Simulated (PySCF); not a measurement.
Static response to an electric field

Compound: C6H13As.
Cartesian coordinates in Å at the PBE0-D3(BJ)/def2-SVP level; atoms count from 1:
```xyz
20
C6H13As angstrom
C     -2.866   -0.434    0.892
C     -2.406    0.102   -0.423
C     -1.196   -0.059   -0.977
C     -0.035   -0.788   -0.389
As     1.032    0.393    0.810
C      1.582    1.690   -0.559
C      2.681   -0.680    0.807
H     -2.083   -0.999    1.417
H     -3.186    0.384    1.558
H     -3.741   -1.095    0.767
H     -3.143    0.688   -0.985
H     -1.018    0.422   -1.946
H      0.634   -1.169   -1.176
H     -0.351   -1.644    0.227
H      2.334    2.370   -0.135
H      2.005    1.193   -1.446
H      0.709    2.287   -0.860
H      3.489   -0.110    1.287
H      2.989   -0.948   -0.216
H      2.520   -1.601    1.387
```

Level: PBE0/def2-SVPD (PySCF), static field, nuclei fixed, core orbitals frozen in the response. The polarisability tensor in these axes (au):

```
x   137.10   1.13  -0.01
y     1.13  96.36  -5.14
z    -0.01  -5.14  97.28
```

Problem. Give the principal values, the mean and the anisotropy Δα = √{½[(α1 − α2)² + (α2 − α3)² + (α1 − α3)²]}.

Solution. Principal values 91.64, 101.97 and 137.13 au; mean 110.25 au = 16.34 Å³ = 18.18 × 10⁻⁴⁰ C²·m²/J; Δα = 41.31 au (37 % of the mean).

Problem. What is the dipole moment, and where does it point?

Solution. (0.44, -0.34, -0.55) D, 0.78 D in size, pointing from the negative to the positive side. Measured along this direction, the outermost atoms are H9 at the negative end and H19 at the positive end.

Problem. What would n − 1 = 2πNα be for an ideal gas of these molecules at 298.15 K and 1 atm, electronic part alone?

Solution. N = p/kT = 2.4615 × 10¹⁹ cm⁻³, so n − 1 = 2π × N × 16.34 × 10⁻²⁴ cm³ = 2527 × 10⁻⁶ at long wavelengths.

Problem. What are the principal values of the traceless quadrupole moment, Θ = ½Σq(3rr − r²1), about the centre of nuclear charge?

Solution. -4.79, 1.27, 3.52 D·Å. The values depend on the origin, since the dipole doesn't vanish. The electronic extent ⟨r²⟩ about the same centre is 1414 bohr², a root-mean-square distance of 2.20 Å for the 82 electrons.

Problem. How large is μ²/3kT at 273 K beside α?

Solution. In Gaussian units μ²/3kT = 5.40 Å³ against 16.34 Å³, a ratio of 0.33; the Debye molar polarisation (4π/3)N_A(α + μ²/3kT) is 54.8 cm³/mol, leaving out the vibrational part.

Isolated species at its PBE0-D3(BJ)/def2-SVP geometry (one conformer only). The calculation is non-relativistic, for arsenic too.
